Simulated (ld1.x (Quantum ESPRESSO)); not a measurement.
## mercury: one change to a TM potential, before and after

ld1.x (Quantum ESPRESSO) 7.5 input, shortened:

```
&input
   title='Hg', zed=80., rel=1, dft='PBE', iswitch=3,
   config='[Xe] 4f14 5d10 6s1 6p1'
 /
 &inputp
   pseudotype=2, tm=.true., lloc=1,
   nlcc=.false.
 /
3
6S  1  0   1.00   0.00  1.70  1.70  0.0
5D  3  2  10.00   0.00  1.30  1.30  0.0
6P  2  1   1.00   0.00  2.90  2.90  0.0
 &test
   configts(1)='5d10 6s1 6p1'
 /
```

Change: wave 5d (bound): rc 1.30 bohr becomes 5d (bound): rc 0.94 bohr.

Cutoffs: the cutoffs (Ry, on a coarse ladder) from which the occupation-weighted sum of valence levels, in a spherical-Bessel basis at the reference potential, stays within 10 and 1 mRy of its value at 400 Ry; they do not see the model core or the augmentation charge, which bear on the density cutoff. Errors are all-electron minus pseudo energies relative to the spin-unpolarised reference configuration.

Question: Predict the effect on cutoff, ghosts and configuration errors.

Answer: Of the 7 tests that both files solve, the error grows in 2 and shrinks in 1 by more than 15 % and 0.3 meV (median size 3.0 → 3.7 meV); neither file shows a bound ghost.

| quantity | base | changed |
| --- | --- | --- |
| cutoff, loose | 70 Ry | 200 Ry |
| cutoff, tight | 90 Ry | over 300 Ry |
| loose cutoff by channel (10 mRy a level) | s 21 Ry, d 40 Ry, p 6 Ry | s 21 Ry, d 160 Ry, p 6 Ry |
| bound ghosts | none | none |
| error for 5d10 6s2 6p0, meV [ΔE -6.04 eV] | +3.0 | +3.7 |
| error for 5d10 6s1 6p0, meV [ΔE 4.65 eV] | -1.9 | -1.9 |
| error for 5d10 6s0 6p0, meV [ΔE 23.62 eV] | +4.6 | +5.1 |
| error for 5d10 6s0 6p2, meV [ΔE 6.54 eV] | -0.9 | -0.2 |
| error for 5d9 6s2 6p1, meV [ΔE 4.33 eV] | -83 | -80 |
| error for 5d10 6s0 6p1, meV [ΔE 12.06 eV] | +1.6 | +2.3 |
| error for 5d9 6s0 6p0, meV [ΔE 59.15 eV] | -150 | -145 |
| s: phases at 3.16 bohr within 0.05 rad from the reference energy up to (Ry; the scan ends near 5) | 1.2 | 1.2 |
| p: phases at 3.16 bohr within 0.05 rad from the reference energy up to (Ry; the scan ends near 5) | 2.4 | 2.4 |
| d: phases at 3.16 bohr within 0.05 rad from the reference energy up to (Ry; the scan ends near 5) | 0.4 | 0.4 |
